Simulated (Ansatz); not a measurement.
`CO[SiH](O)[SiH3]` + H₂ → `CO[SiH2][SiH3]` + H₂O at 400 K and 1 bar (hydrogenolysis of the Si–O bond).

Computed with Ansatz on PBE0-D4/def2-TZVP structures; ΔE is electronic, products minus reactants. CCSD(T)/CBS adds triple-zeta CCSD(T) − MP2 to the extrapolated MP2 energy (def2 sets, frozen cores). This one scheme is used for every species. Each species was taken in one conformer, which may not be the lowest.

```csv
species,CCSD(T)/CBS energy (Eh),H − E (kJ/mol),S (J/(mol·K))
`CO[SiH](O)[SiH3]`,-771.44542,279.2,433.2
H₂,-1.17544,38.0,139.0
`CO[SiH2][SiH3]`,-696.20864,256.4,398.7
H₂O,-76.37941,69.8,198.6
```

H − E and S are ideal-gas, rigid-rotor, harmonic terms from PBE0-D4/def2-TZVP, for one conformer and one mirror image of each species. The MP2-based limit puts H₂ 0.8 mEh under its directly extrapolated value; such offsets cancel only in part. 1 Eh = 2625.50 kJ/mol, R = 8.31446 J/(mol·K).

**Question.** By hand: ΔE, ΔH, ΔS and ΔG.

**Answer.** ΔE = (-696.20864) + (-76.37941) − (-771.44542) − (-1.17544) = 0.03281 Eh = 86.1 kJ/mol. Δ(H − E) = 256.4 + 69.8 − 279.2 − 38.0 = 9.0, so ΔH = 95.1 kJ/mol. ΔS = 398.7 + 198.6 − 433.2 − 139.0 = 25.1 J/(mol·K). ΔG = 95.1 − 400 × (25.1)/1000 = 85.1 kJ/mol.

**Question.** By hand: the equilibrium constant, and the temperature at which ΔG would vanish if ΔH and ΔS stayed fixed.

**Answer.** log₁₀ K = −ΔG/(RT ln 10) = -11.1. ΔG = 0 at ΔH/ΔS = 3789 K, far beyond where these terms or the molecules hold.

ΔH outweighs TΔS. A doubt of 5 kJ/mol in ΔE shifts log₁₀ K by 0.7 here. Other conformers and mirror images would add mixing entropy, several J/(mol·K) or more a flexible species. These are equilibria of isolated gas molecules and say nothing of rates. Largest T1 diagnostic: 0.012 (customary marks: 0.02 for closed shells, 0.045 for open ones).
